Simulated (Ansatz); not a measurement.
C4H12ClN2Y, SMILES `C[N](C)[Y]([Cl])[N](C)C`. Total charge 0; spin multiplicity 1. Y: def2 effective core potential. Geometry: relaxed with PBE0-D4/def2-TZVP. It is one conformer, not always the lowest.

```xyz
20

C     1.015   -1.900   -1.209
N     0.093   -0.873   -1.615
C    -0.284   -1.021   -3.002
Y    -0.741    0.742   -0.509
Cl   -2.337    2.332   -1.597
N    -0.206    0.987    1.536
C     0.677    0.213    2.368
C    -0.788    2.089    2.267
H     0.588   -2.909   -1.322
H     1.298   -1.785   -0.158
H     1.945   -1.881   -1.800
H     0.582   -0.958   -3.678
H    -0.775   -1.987   -3.198
H    -0.988   -0.235   -3.306
H     1.116   -0.621    1.810
H     0.156   -0.216    3.239
H     1.511    0.816    2.762
H    -0.024    2.782    2.653
H    -1.379    1.749    3.131
H    -1.460    2.676    1.628
```

Question: What is the dipole moment at r2SCAN/def2-TZVPP? (An estimate is asked.)

Answer: The calculation gave: 3.14 D, with components (2.01, -1.99, 1.36) D in this frame, pointing from negative to positive charge.

Question: And with PBE, B3LYP, ωB97M-V? (An estimate is asked.)

Answer: The calculation gave: PBE 3.10 D, B3LYP 3.07 D, ωB97M-V 2.98 D.

Question: Give the Mulliken charges with r2SCAN, ωB97M-V, B3LYP in def2-TZVPP. (An estimate is asked.)

Answer: Computed: 
| atom | r2SCAN | ωB97M-V | B3LYP |
| --- | --- | --- | --- |
| C1 | -0.04 | -0.23 | -0.17 |
| N2 | -0.32 | -0.34 | -0.35 |
| C3 | -0.04 | -0.22 | -0.16 |
| Y4 | 0.76 | 0.65 | 0.80 |
| Cl5 | -0.38 | -0.31 | -0.37 |
| N6 | -0.32 | -0.34 | -0.35 |
| C7 | -0.04 | -0.23 | -0.17 |
| C8 | -0.04 | -0.22 | -0.16 |
| H9 | 0.04 | 0.11 | 0.08 |
| H10 | 0.03 | 0.09 | 0.07 |
| H11 | 0.04 | 0.11 | 0.08 |
| H12 | 0.04 | 0.11 | 0.08 |
| H13 | 0.04 | 0.11 | 0.08 |
| H14 | 0.04 | 0.11 | 0.08 |
| H15 | 0.03 | 0.09 | 0.07 |
| H16 | 0.04 | 0.11 | 0.08 |
| H17 | 0.04 | 0.11 | 0.08 |
| H18 | 0.04 | 0.11 | 0.08 |
| H19 | 0.04 | 0.11 | 0.08 |
| H20 | 0.04 | 0.11 | 0.08 |

B3LYP here is the variant with VWN-RPA as its local correlation; programs differ in this.
